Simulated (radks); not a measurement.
Problem. Valence configurations of Ga III (all share [Ar]). Calculated with a radial shooting solver on a logarithmic mesh with Libxc functionals: scalar-relativistic Kohn-Sham, SCAN, spin-polarised, spherical densities, finite nucleus; open shells are filled with parallel spins first; meta-GGA in the generalised Kohn-Sham scheme; Fermi nuclear charge, rms radius 3.9973 fm. Order these by energy: 3d10 4s1; 3d10 4p1; 3d9 4s1 4p1; 3d10 4s0.5 4p0.5; 3d8 4s1 4p2; 3d9 4s1.5 4p0.5; 3d9 4s0.5 4p1.5.

Solution. From the lowest, in eV above it: 3d10 4s1 0.000; 3d10 4s0.5 4p0.5 4.419; 3d10 4p1 8.752; 3d9 4s1.5 4p0.5 20.981; 3d9 4s1 4p1 24.095; 3d9 4s0.5 4p1.5 28.952; 3d8 4s1 4p2 54.059. NIST lists [Ar] 3d10 4s1 as the ground configuration; this level of theory agrees among the configurations tried. The energies are those of spherical high-spin densities, not of single terms. No valid solution was reached for [Ar] 3d9 4s2; [Ar] 3d9.5 4s1.5.
